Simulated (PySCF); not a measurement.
Atoms are numbered as in `[CH3:1][Si:2]([CH3:3])([CH3:4])[CH3:5]`; H(Xn) means a hydrogen on atom n.

Geometry: GFN2-xTB; GIAO absolute shieldings from PySCF, gas phase, non-relativistic, averaged over equivalent atoms.

At PBE/pcSseg-0 (73 basis functions, 7.2 s wall time on 1 thread of an Intel Xeon, shared host):
| atoms | σ (ppm) |
| --- | --- |
| C1/C3/C4/C5 | 191.1 |
| Si2 | 323.1 |
| H(C1)/H(C3)/H(C4)/H(C5) | 33.13 |

Task: Predict the values at X3LYP/IGLO-III on the same geometry.

Result: 
| atoms | σ at X3LYP/IGLO-III | change |
| --- | --- | --- |
| C1/C3/C4/C5 | 182.0 | -9.1 |
| Si2 | 328.4 | +5.3 |
| H(C1)/H(C3)/H(C4)/H(C5) | 31.98 | -1.15 |

The largest change is at C1/C3/C4/C5 (methyl carbon bonded to Si). Cost: 304 basis functions, 32 s wall time on 1 thread of an Intel Xeon, shared host.
